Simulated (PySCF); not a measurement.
Compound: F2H3PSi.
SMILES: `[SiH3]P(F)F`

Method used: PBE0-D3(BJ)/def2-SVP geometry optimisation, gas phase in PySCF.

Take the most abundant isotopes and a rigid rotor. 

Q: Give the principal moments of inertia and the rotational constants in MHz.

A: Ia = 79.89, Ib = 156.37, Ic = 198.18 u·Å²; 505379 MHz·u·Å²/I gives A = 6326, B = 3232, C = 2550 MHz.

Q: Classify the top.

A: An asymmetric top; Ray's κ = -0.639.

Q: Is it planar, by Δ = Ic − Ia − Ib?

A: Not planar: Δ = Ic − Ia − Ib = -38.08 u·Å². For a rigid frame Δ = −2 Σ m c², so Σ m c² = 19.04 u·Å² lies off the ab plane: 2.95 from hydrogen and 16.09 from heavier atoms. The atom farthest from that plane is 1.58 Å away.

Q: Give the coordinates in the principal-axis frame, origin at the centre of mass.

A: The sense of each axis is arbitrary; atoms in the order of the calculation.
```
atom  mass (u)   a (Å)   b (Å)   c (Å)
  F1    18.998   0.992   1.224   0.387
  P2    30.974   0.531   0.000  -0.575
  F3    18.998   0.951  -1.243   0.383
 Si4    27.977  -1.677   0.012   0.089
  H5     1.008  -1.733   0.026   1.579
  H6     1.008  -2.321  -1.223  -0.451
  H7     1.008  -2.344   1.222  -0.478
```

Q: Predict some low-J microwave lines.

A: The dipole components are |μa| = 1.51 D, |μb| = 0.00 D, |μc| = 0.86 D; the mirror of this Cs structure is the ac plane, so μb vanishes by symmetry (the 0.03 D computed is a residue) and there are no b-type lines. Intensities carry the squares of the components, which stand as 1.00 : 0.32 (a : c). Some lines, for components of 0.1 D or more:

```
type  branch         J(Ka,Kc)    MHz  lower level (cm⁻¹)
   c       R  2(1,1) ← 1(0,1)  16022               0.193
   c       Q  4(3,2) ← 4(2,2)  16101               2.431
   a       R  3(0,3) ← 2(0,2)  16957               0.575
   a       R  4(0,4) ← 3(0,3)  22230               1.141
   c       Q  5(4,2) ← 5(3,2)  23598               3.949
   a       R  5(4,2) ← 4(4,1)  29134               3.765
   a       R  5(2,3) ← 4(2,2)  30254               2.431
   c       R  4(2,2) ← 3(1,2)  32765               1.338
   c       R  4(3,2) ← 3(2,2)  40538               1.616
   c       R  5(3,2) ← 4(2,2)  45524               2.431
   c       R  5(4,1) ← 4(3,1)  52963               2.970
```

Q: Estimate the classical rotational partition function at 10 K, 200 K and 298.15 K.

A: Point group Cs, symmetry number σ = 1; q = (√π/σ)·√((kT/h)³/(ABC)), k/h = 20836.6 MHz/K: 738 at 10 K, 66000 at 200 K, 120000 at 298.15 K.

Stationary, but not proved a minimum. Constants of a rigid frame at the computed geometry: no zero-point averaging, no centrifugal distortion. A rigid rotor knows nothing of internal rotation, which can split or shift real lines.
